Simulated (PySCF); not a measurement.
**J couplings in [C6H7O]-**

Geometry (Å), atoms numbered from 1 in this order:
```xyz
14

C     2.8326   -0.8398   -0.5650
C     1.5047   -0.4070   -0.1593
C     0.4056   -0.0598    0.2029
C    -0.8770    0.4040    0.5442
C    -2.1072   -0.2162   -0.1027
C    -1.7715    1.2074   -0.5154
O    -2.4383    2.2493   -0.2041
H     3.0446   -1.8566   -0.2146
H     2.9199   -0.8303   -1.6552
H     3.5962   -0.1720   -0.1556
H    -0.9973    0.7203    1.5759
H    -2.9565   -0.3796    0.5510
H    -1.9316   -1.0276   -0.8023
H    -1.2249    1.2074   -1.4970
```

Total charge -1.

Indirect spin–spin couplings were computed at B3LYP/pcJ-1 (without the spin–dipole term) (PySCF 2.14.0 with density-fitted response routines) on a GFN2-xTB structure, for the isolated molecule, without vibrational or relativistic corrections. Couplings are averaged over pairs made equivalent by symmetry, fast rotation or ring inversion, so a value needn't be that of the named pair in this geometry, while other rotamers aren't included; one pair stands for each set, and the list holds a selection of those of at least 0.8 Hz over up to four bonds, among pairs with at least one C or H atom (others weren't computed).

Isotopes: ¹³C, ¹H, ¹⁷O. Couplings to quadrupolar nuclei such as 17O and 33S are rarely resolved in practice.

```csv
pair,bonds,J (Hz)
"C1, C2",1,80.4
"C1, H8",1,132.4
"C2, C3",1,194.9
"C3, C4",1,90.8
"C4, C5",1,12.9
"C4, H11",1,168.4
"C5, C6",1,20.5
"C5, H12",1,155.5
"C5, H13",1,152.6
"C6, O7",1,?
"C6, H14",1,170.9
"C2, H8",2,-10.9
"C3, C5",2,?
"C3, C6",2,-1.9
"C4, O7",2,?
"C4, H12",2,-1.6
"C4, H13",2,-3.3
"C4, H14",2,?
"C6, H12",2,-3.0
"H8, H9",2,?
"H12, H13",2,?
"C1, C4",3,1.4
"H11, H13",3,?
"H12, H14",3,5.0
"H13, H14",3,5.5
"C2, O7",4,?
```

**Question.** Estimate the withheld couplings, with signs.

**Answer.** 
- ¹J(C6,O7) = 35.3 Hz (bond length 1.276 Å)
- ²J(C3,C5) = -3.8 Hz (angle at C4 120°)
- ²J(C4,O7) = -3.4 Hz (angle at C6 123°)
- ²J(C4,H14) = 8.0 Hz (angle at C6 108°)
- ²J(H8,H9) = -15.1 Hz
- ²J(H12,H13) = -3.7 Hz (angle at C5 114°)
- ³J(H11,H13) = 6.1 Hz (dihedral angle 144°)
- ⁴J(C2,O7) = -1.5 Hz
